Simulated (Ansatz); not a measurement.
Cost and result for the atomization energy of C2H8BClSi (`CB(C)[SiH2]Cl`) (13 atoms, 12 bonds).

```xyz
13

C    -0.401   -1.591   -0.193
B    -0.174   -0.080    0.096
C    -1.144    0.735    1.009
Si    1.412    0.898   -0.698
Cl    2.462   -0.262   -2.059
H     0.284   -2.118    0.492
H    -1.408   -1.952    0.030
H    -0.097   -1.910   -1.193
H    -0.729    1.627    1.482
H    -1.934    1.090    0.327
H    -1.651    0.123    1.760
H     1.001    2.138   -1.414
H     2.379    1.301    0.361
```

The species carries charge 0 and has multiplicity 1. The geometry is a stationary point of PBE0-D4/def2-TZVP. It is one conformer, not always the lowest. Program: Ansatz. All runs use 4 threads of an Arm Neoverse V1 on a shared host. Times are those of one run each, without the atoms' runs, and a repeat can differ threefold. Electronic energies, without spin–orbit coupling; frozen cores. CCSD(T)/CBS adds CCSD(T) − MP2 in def2-TZVPP to the MP2 limit, and its time is that of the two runs behind it. T1 = 0.010. B3LYP takes the VWN-RPA correlation (the form of Gaussian; ORCA's B3LYP/G).

CCSD(T)/CBS is a level of theory with its own doubt, some kJ/mol a heavy atom from the limit and from the frozen cores, so smaller differences don't rank the functionals.

```tsv
level	functions	wall time	atomization (kcal/mol)	difference from CCSD(T)/CBS	per bond
PBE-D4/def2-TZVPP (with forces)	289	3.3 s	1131.4	14.4	1.2
PBE0-D4/def2-TZVPP	289	4.3 s	1124.0	7.0	0.6
r2SCAN-D4/def2-TZVPP (with forces)	289	6.5 s	1125.8	8.8	0.7
B3LYP-D4/def2-TZVPP (with forces)	289	7 s	1120.0	3.0	0.3
B2PLYP/def2-TZVPP	289	7.5 s	1106.9	-10.1	-0.8
ωB97X-V/def2-TZVPP	289	11 s	1123.6	6.6	0.6
ωB97M-V/def2-TZVPP (with forces)	289	15 s	1123.5	6.5	0.5
MP2/def2-QZVPP	551	32 s	1116.0	-1.0	-0.1
CCSD(T)/def2-TZVPP	289	4.1 min	1092.0	-25.0	-2.1
CCSD(T)/CBS(def2)	–	4.6 min	1117.0	0.0	0.0
```

From PBE to PBE0 (25 % exact exchange), in def2-TZVPP and without D4, the atomization energy moves by −6.4 kcal/mol: exact exchange takes away binding that semilocal exchange gives to molecules. In def2-TZVPP, CCSD(T) changes the Hartree–Fock value by +225.8 kcal/mol (the triples alone add +11.9 kcal/mol) and MP2 by +235.1 kcal/mol; breaking electron pairs costs correlation energy, which Hartree–Fock lacks. The D4 term adds +10.7 kcal/mol with B3LYP and +5.7 kcal/mol with PBE0; it sums over pairs of atoms, weighted by their polarisabilities, and B3LYP, whose exchange is more repulsive, gets the larger term.
